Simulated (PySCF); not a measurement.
## Computed properties of ZnFCl, SMILES [F][Zn][Cl]

ZnFCl, SMILES [F][Zn][Cl]. Coordinates come from a r2SCAN-D4/def2-TZVP optimisation. One conformer was computed; it need not be the lowest. All values are computed for the isolated molecule unless a solvent is named; none is compared with measurement here.

**Structure.** The optimised structure has C∞v symmetry. All 4 harmonic modes at r2SCAN-D4/def2-TZVP (PySCF) are real, so it is a minimum. With heavy atoms numbered as in [Zn:1]([F:2])[Cl:3], the shortest bond between them is Zn1–F2 at 1.734 Å and the longest Zn1–Cl3 at 2.064 Å.

**Vibrations.** The strongest infrared lines (harmonic, unscaled, degenerate partners summed) lie at 705 cm⁻¹ (86 km/mol, F 68 %, Zn 30 %), 138 cm⁻¹ (47 km/mol, F 42 %, Zn 42 %, Cl 16 %), 420 cm⁻¹ (8 km/mol, Cl 68 %, F 17 %, Zn 15 %). The softest mode is at 138 cm⁻¹ and the zero-point energy is 2.0 kcal/mol.

**Electronic structure.** HF/def2-TZVPD (PySCF) places the frontier levels at -12.73 and 0.89 eV, a gap of 13.62 eV, and gives a dipole moment of 0.57 D and a mean polarisability of 30.2 bohr³.

**Excitations.** TDA-B3LYP/def2-SVPD (PySCF) has S1 at 5.86 eV (212 nm, f = 0.032, weak); the most intense of the 10 singlets computed lies at 7.02 eV (f = 0.07). Strengths of degenerate partners are summed. T1 (TDA) is at 5.52 eV, 0.34 eV under S1. No vertical singlet excitation falls in the visible range (under 3.1 eV).

**NMR.** GIAO shifts at PBE0/pcSseg-2 (PySCF) (non-relativistic, atoms alike by connectivity averaged): ¹⁹F at -248.2 ppm against CFCl3. Without spin–orbit terms, shifts of atoms bonded to Cl or Br come out too high.
